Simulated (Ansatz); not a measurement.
Correlation energies of `[BH2-]1[F+][BH2-][F+]1` by basis set

Z-matrix (Å, degrees):
```
B
F 1 1.538
F 1 1.538 2 88.1
H 1 1.190 2 110.0 3 110.6
H 1 1.190 2 110.0 3 -110.6
B 2 1.538 1 91.9 3 0.0
H 6 1.190 2 110.0 1 -110.7
H 6 1.190 2 110.0 1 110.6
```

Total charge 0; spin multiplicity 1. Geometry: relaxed with PBE0-D4/def2-TZVP. Frozen core, restricted reference, Ansatz. CBS rows extrapolate triple and quadruple zeta; past MP2 they add the triple-zeta difference.

| basis | HF (Eh) | MP2 corr. | CCSD corr. | (T) | CCSD(T) total |
| --- | --- | --- | --- | --- | --- |
| def2-SVP | -250.42975 | ? | -0.59563 | ? | ? |
| def2-TZVPP | -250.73861 | -0.73156 | -0.75785 | -0.02232 | -251.51878 |
| def2-QZVPP | -250.75000 | ? | – | – | – |
| CBS(def2) | -250.75157 | -0.83917 | ? | as TZ | ? |

(1) Fill in the withheld values. (Best estimate.)

## Answers

(1) The calculation gave: def2-SVP MP2 corr.: -0.56276; def2-SVP (T): -0.01116; def2-SVP CCSD(T) total: -251.03654; def2-QZVPP MP2 corr.: -0.79338; CBS(def2) CCSD corr.: -0.86546; CBS(def2) CCSD(T) total: -251.63935.
